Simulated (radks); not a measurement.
Pd, configuration [Kr] 4d9 6f1 (not the ground configuration).

All-electron calculation, scalar-relativistic Kohn-Sham, PBE, spin-unpolarised, spherical densities, point nucleus. Program: a radial shooting solver on a logarithmic mesh with Libxc functionals.

Energy parts (eV):
total: -137297.037
kinetic: 142413.442
electron-nucleus: -331314.892
Hartree: 55511.544
exchange-correlation: -3907.131

Orbitals (lengths in bohr, moments of r in powers of bohr; r(max) is where P^2 peaks; r(90%) holds 90 % of the orbital's charge):
orbital	occ.	eigenvalue (eV)	<r^4>	r(90%)	r(max)	<1/r>
1s	2	-24176.89	4.882e-06	0.0571	0.02066	48.24
2s	2	-3538.838	0.0008749	0.214	0.1168	10.94
2p	6	-3173.771	0.0006270	0.196	0.09340	10.58
3s	2	-646.6435	0.04159	0.559	0.3418	3.827
3p	6	-526.6488	0.04474	0.570	0.3350	3.645
3d	10	-336.0892	0.04388	0.567	0.2824	3.419
4s	2	-95.8605	1.553	1.37	0.8512	1.455
4p	6	-61.6444	2.456	1.54	0.9097	1.303
4d	9	-13.7927	14.53	2.36	1.089	0.9297
6f	1	-0.2854	6388000	60.1	51.73	0.03036

The highest occupied level is 6f at -0.285 eV. Summed over all electrons, <r^2> = 2250 bohr^2, which gives a Langevin (diamagnetic) susceptibility term of -1.78e+03 x 10^-6 cm^3/mol. The density falls to 0.001 e/bohr^3 at r = 3.67 bohr.
